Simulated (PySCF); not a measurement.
**Electron correlation in Ne (neon, neutral)**

[He] 2s2 2p5 3s1, high-spin 3P determinant (an excited configuration). Computed with PySCF 2.14 in aug-cc-pCVTZ-DK with one added diffuse shell each of s, p, d, f type (8s7p5d3f, 75 functions), with the spin-free X2C one-electron Hamiltonian (Gaussian nucleus). Frozen: 1s2; 8 electrons correlated.

```tsv
level	correlation energy (mhartree)
CCSD	-225.26
(T)	-3.41
CCSD(T)	-228.67
```

Diagnostics: T1 = 0.0088, D1 = 0.0303, largest double amplitude 0.022.

The outer electron is Rydberg-like, and this basis confines it to a smaller radius and binds it less than a complete one would.

Cost of the coupled-cluster step: of the order of 19 core-seconds, for 8 correlated electrons.

Iterations:

```
CC2 = 0
CCSD nocc = (np.int64(5), np.int64(3)), nmo = (74, 74)
frozen orbitals [[0], [0]]
max_cycle = 100
direct = 0
conv_tol = 1e-08
conv_tol_normt = 1e-06
diis_space = 8
diis_start_cycle = 0
Init t2, MP2 energy = -0.21347969539581
Init E_corr(UCCSD) = -0.213479695398678
cycle = 1  E_corr(UCCSD) = -0.222208166992354  dE = -0.00872847159  norm(t1,t2) = 0.0259194
cycle = 2  E_corr(UCCSD) = -0.224463066553651  dE = -0.00225489956  norm(t1,t2) = 0.00996495
cycle = 3  E_corr(UCCSD) = -0.225326812726588  dE = -0.000863746173  norm(t1,t2) = 0.00504658
cycle = 4  E_corr(UCCSD) = -0.225297539119207  dE = 2.92736074e-05  norm(t1,t2) = 0.00110419
cycle = 5  E_corr(UCCSD) = -0.225236440015207  dE = 6.1099104e-05  norm(t1,t2) = 0.000588829
cycle = 6  E_corr(UCCSD) = -0.225257222352222  dE = -2.0782337e-05  norm(t1,t2) = 0.000283303
cycle = 7  E_corr(UCCSD) = -0.225258980340608  dE = -1.75798839e-06  norm(t1,t2) = 6.24705e-05
cycle = 8  E_corr(UCCSD) = -0.225257340016827  dE = 1.64032378e-06  norm(t1,t2) = 1.94567e-05
cycle = 9  E_corr(UCCSD) = -0.225257298249953  dE = 4.17668738e-08  norm(t1,t2) = 5.68416e-06
cycle = 10  E_corr(UCCSD) = -0.225257357802952  dE = -5.95529984e-08  norm(t1,t2) = 1.55026e-06
cycle = 11  E_corr(UCCSD) = -0.225257326857759  dE = 3.09451926e-08  norm(t1,t2) = 3.90764e-07
cycle = 12  E_corr(UCCSD) = -0.225257319701452  dE = 7.15630738e-09  norm(t1,t2) = 1.00385e-07
UCCSD converged
E(UCCSD) = -128.3475357258538  E_corr = -0.2252573197014517
UCCSD(T) correction = -0.00341308560755392
```
